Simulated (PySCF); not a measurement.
# Electronic structure of Cl²⁺ (chlorine, charge +2) at the UHF level

Configuration: [Ne] 3s2 3p3, high-spin 4S determinant. All numbers are calculated (PySCF 2.14, the spin-free X2C one-electron Hamiltonian (Gaussian nucleus), in aug-cc-pCVQZ-DK (10s9p7d5f3g, 134 functions)).

| Item | Value |
| --- | --- |
| Total energy | -459.637425 hartree |
| One-electron energy | -620.5969 hartree |
| Hartree (Coulomb) energy | 188.0191 hartree |
| Exchange energy | -27.0597 hartree |
| ⟨S²⟩ | 3.7509 |
| ⟨L²⟩ | 0.000 |
| Sum of ⟨r⟩ | 11.18 bohr |
| Sum of ⟨r²⟩ | 15.41 bohr² |
| Langevin diamagnetic susceptibility | -12.2 ×10⁻⁶ cm³/mol |

| shell | electrons | mean orbital energy (eV) | rms radius, mean of both spins (bohr) |
| --- | --- | --- | --- |
| 1s α | 1 | -2893.1 | 0.105 |
| 1s β | 1 | -2891.9 | 0.105 |
| 2s α | 1 | -318.57 | 0.478 |
| 2s β | 1 | -317.45 | 0.478 |
| 2p α | 3 | -248.20 | 0.450 |
| 2p β | 3 | -246.10 | 0.450 |
| 3s α | 1 | -57.729 | 1.56 |
| 3s β | 1 | -46.773 | 1.56 |
| 3p α | 3 | -39.695 | 1.72 |

Densities and radii are taken from the X2C orbitals without a picture-change correction, which distorts them close to the nucleus.

Spin-orbit constants ζ (cm⁻¹) from the X2C one-electron operator on these orbitals: bare nucleus, nucleus screened by l(l+1)(2l+1)/3 electrons, and screened by the Breit-Pauli mean field of the electrons.

```tsv
shell	bare	screened nucleus	mean field
2p	10060	8878	8345
3p	885.4	781.2	726.1
```
